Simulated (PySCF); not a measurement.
Molfile (atoms numbered from 1):
```
CH12Si4
     RDKit          3D

 17 16  0  0  0  0  0  0  0  0999 V2000
    2.2972   -1.6571   -0.1386 C   0  0  0  0  0  0  0  0  0  0  0  0
    1.6461    0.1035   -0.2984 Si  0  0  0  0  0  4  0  0  0  0  0  0
   -0.4706    0.3186    0.6912 Si  0  0  0  0  0  4  0  0  0  0  0  0
   -1.9481   -1.1664   -0.3612 Si  0  0  0  0  0  4  0  0  0  0  0  0
   -1.2755    2.5027    0.4202 Si  0  0  0  0  0  4  0  0  0  0  0  0
    1.6050   -2.3736   -0.6068 H   0  0  0  0  0  0  0  0  0  0  0  0
    2.4072   -1.9325    0.9214 H   0  0  0  0  0  0  0  0  0  0  0  0
    3.2793   -1.7574   -0.6257 H   0  0  0  0  0  0  0  0  0  0  0  0
    2.5944    1.0757    0.3333 H   0  0  0  0  0  0  0  0  0  0  0  0
    1.5030    0.4823   -1.7411 H   0  0  0  0  0  0  0  0  0  0  0  0
   -0.3959   -0.0152    2.1525 H   0  0  0  0  0  0  0  0  0  0  0  0
   -3.3133   -1.1053    0.2463 H   0  0  0  0  0  0  0  0  0  0  0  0
   -1.4456   -2.5733   -0.2643 H   0  0  0  0  0  0  0  0  0  0  0  0
   -2.0512   -0.8024   -1.8091 H   0  0  0  0  0  0  0  0  0  0  0  0
   -1.3627    2.8038   -1.0429 H   0  0  0  0  0  0  0  0  0  0  0  0
   -2.6379    2.6514    1.0199 H   0  0  0  0  0  0  0  0  0  0  0  0
   -0.3583    3.4963    1.0593 H   0  0  0  0  0  0  0  0  0  0  0  0
  1  2  1  0
  2  3  1  0
  3  4  1  0
  3  5  1  0
  1  6  1  0
  1  7  1  0
  1  8  1  0
  2  9  1  0
  2 10  1  0
  3 11  1  0
  4 12  1  0
  4 13  1  0
  4 14  1  0
  5 15  1  0
  5 16  1  0
  5 17  1  0
M  END
```

[PySCF 2.14: PBE0-D3(BJ)/def2-SVP geometry; PBE0/pcSseg-1 with gauge-including orbitals; no solvent model; one conformer; one averaged value for each set of equivalent atoms; relativity neglected]

Shifts are taken against calculated references (same method and geometry level): $^{13}$C (σref 184.41) and $^{1}$H (σref 31.27) and $^{29}$Si (σref 351.99) vs TMS.

```csv
atoms,nucleus,count,Hirshfeld charge,δ (ppm)
Si2,$^{29}$Si,1,0.25,?
H9/H10,$^{1}$H,2,-0.08,4.03
H12/H13/H14/H15/H16/H17,$^{1}$H,6,-0.07,3.66
H11,$^{1}$H,1,-0.07,3.09
C1,$^{13}$C,1,-0.21,-8.1
Si3,$^{29}$Si,1,0.08,?
Si4/Si5,$^{29}$Si,2,0.21,-103.6
H6/H7/H8,$^{1}$H,3,0.05,0.36
```

Task: Complete the table.

Result: 
- Si2: -65.7 ppm, silicon bonded to C, Si, 2 H
- Si3: -132.4 ppm, silicon bonded to 3 Si, H

Shifts are as computed. Against solution values, carbons near 30 ppm lie about +2 ppm off and those near 130 ppm about +5 ppm. Of 1211 compounds with measured shifts, 218 miss one by over three times the rms of a fit or turn the order of signals round; such compounds aren't used in these exercises.
